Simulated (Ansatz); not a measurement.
Relaxation of C5H9ClO (16 atoms, charge 0, multiplicity 1), to a largest force component of 0.015 eV/Å in at most 40 steps.

All numbers below come from Ansatz, RKS PBE/STO-3G.

```xyz
16
Properties=species:S:1:pos:R:3:forces:R:3
C 0.131 -2.181 -0.777 0.48 2.01 0.32
C 0.289 -1.273 0.206 0.91 0.83 -0.47
O -0.172 -1.603 1.461 -1.17 -2.00 1.12
C 1.087 0.056 0.032 0.86 -3.33 0.29
C 2.579 -0.215 -0.341 -0.06 0.92 0.18
C 3.361 -1.145 0.568 -0.63 -0.91 -0.02
Cl 2.701 -0.784 -2.056 0.24 -0.38 -1.36
H -0.391 -3.058 -0.607 -1.44 -2.57 0.46
H 0.415 -1.923 -1.761 0.60 0.18 -1.61
H -0.014 -0.834 2.088 0.49 1.36 0.44
H 0.621 0.618 -0.719 -0.99 1.78 -1.87
H 1.092 0.570 0.960 -0.12 1.30 1.76
H 3.126 0.734 -0.337 0.11 0.91 -0.08
H 3.301 -0.826 1.590 -0.17 0.52 1.36
H 4.396 -1.194 0.299 1.45 0.22 -0.54
H 2.988 -2.160 0.504 -0.54 -0.86 0.03
```

Where does it end, and by what steps?

The forces met the threshold. Limits of this set-up: minimal basis. After 15 steps the energy has fallen by 0.652 eV; H10 moved furthest, 0.89 Å.

```
step  energy less start (eV)  largest force component (eV/Å)  accepted
   0                  0.0000                           3.327       yes
   1                 -0.5555                           0.958       yes
   2                 -0.5989                           0.615       yes
   3                 -0.6154                           0.246       yes
   4                 -0.6217                           0.108       yes
   5                 -0.6245                           0.050       yes
   6                 -0.6293                           0.457       yes
   7                 -0.6339                           0.171       yes
   8                 -0.6407                           0.114       yes
   9                 -0.6430                           0.281       yes
  10                 -0.6472                           0.200       yes
  11                 -0.6497                           0.105       yes
  12                 -0.6513                           0.033       yes
  13                 -0.6515                           0.096       yes
  14                 -0.6519                           0.035       yes
  15                 -0.6519                           0.008       yes
```

```xyz
16
Properties=species:S:1:pos:R:3
C -0.303 -2.031 -0.908
C 0.337 -1.393 0.105
O 0.348 -1.983 1.405
C 1.096 -0.059 -0.091
C 2.647 -0.208 -0.307
C 3.374 -0.998 0.818
Cl 2.977 -1.032 -1.947
H -0.825 -2.983 -0.742
H -0.293 -1.619 -1.925
H 0.777 -1.239 1.984
H 0.673 0.476 -0.965
H 0.954 0.595 0.801
H 3.092 0.809 -0.409
H 3.262 -0.457 1.778
H 4.451 -1.086 0.588
H 2.943 -2.012 0.921
```

Whether the end is a true minimum wasn't checked by a vibrational analysis.

Time of the run: 39 s on 1 thread of Intel(R) Xeon(R) 6975P-C (Granite Rapids) (shared host), peak memory 0.16 GiB.
